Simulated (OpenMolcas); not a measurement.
**Ionisation energies of chromium**

```
Program             : OpenMolcas
Basis               : ANO-L-VTZP [6s5p3d2f1g]
Scalar Hamiltonian  : non-relativistic, point nucleus
Spin-orbit coupling : RASSI with atomic mean-field integrals over the reference wave functions, term energies averaged over their components
```

Active shells in each charge state: the valence d shell, with orbitals averaged over the low states. Where CASPT2's correlated closed shells are named, they are those of the first ion.

A. CASSCF
B. SS-CASPT2, IPEA 0.25 Eh, imaginary shift 0.1 Eh (closed shells correlated: 3s 3p)
C. SS-CASPT2, IPEA 0.25 Eh, imaginary shift 0.1 Eh (closed shells correlated: none)
D. SS-CASPT2, IPEA 0 Eh, imaginary shift 0.1 Eh (closed shells correlated: 3s 3p)
E. SS-CASPT2, IPEA 0.25 Eh, imaginary shift 0.1 Eh (closed shells correlated: 2s 2p 3s 3p)

Energies in eV between the lowest computed levels, named as in B; reference values from the NIST Atomic Spectra Database with their kind.

```tsv
From	To	A	B	C	D	E	Spin-orbit share in B	Reference
Cr2+ 3d4 5D0	Cr3+ 3d3 4F 3/2	29.949	31.269	30.698	31.365	31.277	-0.028	30.959 (measured)
Cr3+ 3d3 4F 3/2	Cr4+ 3d2 3F2	48.160	49.019	48.518	49.086	49.023	-0.010	49.160 (semi-empirical)
Cr4+ 3d2 3F2	Cr5+ 3d 2D 3/2	68.915	69.460	69.024	69.517	69.456	+0.016	69.460 (semi-empirical)
Cr5+ 3d 2D 3/2	Cr6+ 3p6 1S0	90.126	90.588	90.126	90.640	90.561	+0.071	90.635 (measured)
```

Error against the reference values, in %:

```csv
From,Reference,A,B,C,D,E
Cr2+,measured,-3.3,+1.0,-0.8,+1.3,+1.0
Cr3+,semi-empirical,-2.0,-0.3,-1.3,-0.2,-0.3
Cr4+,semi-empirical,-0.8,0,-0.6,+0.1,0
Cr5+,measured,-0.6,-0.1,-0.6,0,-0.1
```

Mean absolute error over the 2 measured values: A 0.76 eV, B 0.18 eV, C 0.38 eV, D 0.21 eV, E 0.20 eV.

The lowest level within the active space need not be the ion's true ground level.
